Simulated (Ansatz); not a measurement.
`OB([SiH3])O[SiH3]` + `B[Si](O)(F)Cl` → `B[Si](F)(Cl)O[SiH3]` + `OB(O)[SiH3]`  (ligand exchange at the Si–O bond)

Isolated molecules relaxed with PBE0-D4/def2-TZVP in Ansatz; ΔE leaves out vibrations. CBS: MP2 limit from def2 TZ/QZ plus the TZ coupled-cluster correction, frozen cores. DFT in def2-TZVPP. B3LYP here is the variant with VWN-RPA as its local correlation; programs differ in this. One conformer a species, not always the lowest.

`OB([SiH3])O[SiH3]`:

Cartesian coordinates in Å:
```
O 2.258 0.207 0.772
B 0.978 0.116 0.332
Si 0.016 1.852 -0.140
O 0.409 -1.121 0.231
Si -1.067 -1.689 -0.240
H 2.635 -0.659 0.971
H -1.209 2.016 0.694
H -0.424 1.837 -1.564
H 0.891 3.034 0.071
H -1.666 -2.429 0.896
H -0.871 -2.602 -1.390
H -1.950 -0.560 -0.632
```

`B[Si](O)(F)Cl`:

Cartesian coordinates in Å:
```
B -0.117 -0.788 1.300
Si -0.184 0.203 -0.429
O 1.259 0.245 -1.172
F -1.275 -0.332 -1.461
Cl -0.810 2.093 0.096
H -1.080 -1.358 1.713
H 0.866 -0.749 1.974
H 1.341 0.685 -2.021
```

`B[Si](F)(Cl)O[SiH3]`:

```xyz
11

B     1.648    1.849    0.445
Si   -0.109    0.907    0.373
F    -1.299    1.810   -0.177
Cl   -0.538    0.519    2.347
O    -0.103   -0.466   -0.470
Si   -0.836   -1.902   -0.805
H     2.660    1.218    0.478
H     1.706    3.037    0.539
H    -1.152   -1.937   -2.253
H     0.104   -2.998   -0.467
H    -2.081   -2.038   -0.010
```

`OB(O)[SiH3]`:

Z-matrix (Å, degrees):
```
Si
B 1 2.033
H 1 1.490 2 110.5
H 1 1.490 2 110.3 3 118.7
H 1 1.487 2 111.8 3 -120.8
O 2 1.364 1 117.3 3 -56.7
O 2 1.363 1 118.6 3 123.5
H 6 0.963 2 116.0 1 -179.8
H 7 0.963 2 115.8 1 179.8
```

```tsv
level	ΔE (kcal/mol)	difference from CCSD(T)/CBS
PBE-D4	-0.2	0.6
B3LYP-D4	-0.9	-0.1
ωB97X-V	-0.6	0.2
ωB97M-V	-0.5	0.3
PBE0	-0.6	0.2
B3LYP	-1.2	-0.4
HF/def2-TZVPP	-2.1	-1.3
MP2/def2-TZVPP	-0.7	0.1
CCSD/def2-TZVPP	-1.1	-0.3
CCSD(T)/def2-TZVPP	-0.8	0.0
HF/def2-QZVPP	-2.3	-1.5
MP2/def2-QZVPP	-0.8	0.0
SCS-MP2/def2-QZVPP	-1.1	-0.3
HF/CBS(def2)	-2.3	-1.5
MP2/CBS(def2)	-0.8	0.0
CCSD/CBS(def2)	-1.1	-0.3
CCSD(T)/CBS	-0.8	0
```

Largest T1 diagnostic among the species: 0.014.

In def2-TZVPP, CCSD(T) changes the Hartree–Fock value by +1.3 kcal/mol (the triples alone add +0.3 kcal/mol) and MP2 by +1.3 kcal/mol.
